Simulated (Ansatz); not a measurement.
```yaml
crystal:
  periodic: [false, false, false]
  atoms:
    - {symbol: F, position_ang: [1.465742, -1.643887, 0.786242]}
    - {symbol: C, position_ang: [0.546811, -0.816336, 0.353218]}
    - {symbol: N, position_ang: [-0.294483, 0.669113, -0.190424]}
    - {symbol: Si, position_ang: [-0.294483, 0.619113, -0.190424]}
    - {symbol: F, position_ang: [-0.111779, 1.223550, -1.639335]}
    - {symbol: H, position_ang: [-0.919891, 1.649401, 0.645735]}
basis:
  gaussian: {orbitals: def2-TZVPD}
hamiltonian: {xc: {name: SPW92}}
output: {forces: true}
```

```sh
$ ansatz run in.yaml --threads 2 --pin off --events-out ev --progress --plain --max-ram 4352MiB
```

Shortened log:

```
Functional definition: SPW92
1069 factors; their error is unknown
mean field evaluation 1: about 4541.7551 eV, gradient 3.8e2 eV
mean field evaluation 2: about 5347.5708 eV, gradient 4.6e2 eV
mean field evaluation 4: about 5312.7950 eV, gradient 5.2e2 eV
mean field evaluation 8: about 4407.5224 eV, gradient 2.9e1 eV
mean field evaluation 16: about 4404.4413 eV, gradient 1.8e-5 eV
a density is far from that of the atoms, so the factors are made again for it
1423 factors; integrals over basis functions are off by at most 7.6e-4 eV
mean field 4404.44158268 eV, 161.8602427258 hartree, gradient 1.4e-5 eV, S^2 0.000000; 0 other end points of the search recorded, 0 dependent functions left out
reference 4404.44151021 eV, 161.8602400627 hartree; 23, 23 occupied and 183, 183 virtual orbitals, 1423 factors
Total energy: 4404.44151021 eV, 161.8602400627 hartree
Atom 0 at     1.465742    -1.643887     0.786242 Å, force    -1.389438     0.157602    -0.395716 eV/Å
Atom 1 at     0.546811    -0.816336     0.353218 Å, force     3.399547    -3.120154     0.965893 eV/Å
Atom 2 at    -0.294483     0.669113    -0.190424 Å, force   -29.682944 518192.393754    -7.483838 eV/Å
Atom 3 at    -0.294483     0.619113    -0.190424 Å, force    28.124836 -518198.810485    14.962268 eV/Å
Atom 4 at    -0.111779     1.223550    -1.639335 Å, force     1.589923     4.765358   -10.728245 eV/Å
Atom 5 at    -0.919891     1.649401     0.645735 Å, force    -2.041923     4.613925     2.679638 eV/Å
Dipole moment:    -0.059349    -0.099275     0.146611 e Å
```

Something in this input is off. What?

One atom was put on top of another. Self-consistency was reached. The result belongs to that input, not to the molecule as meant.
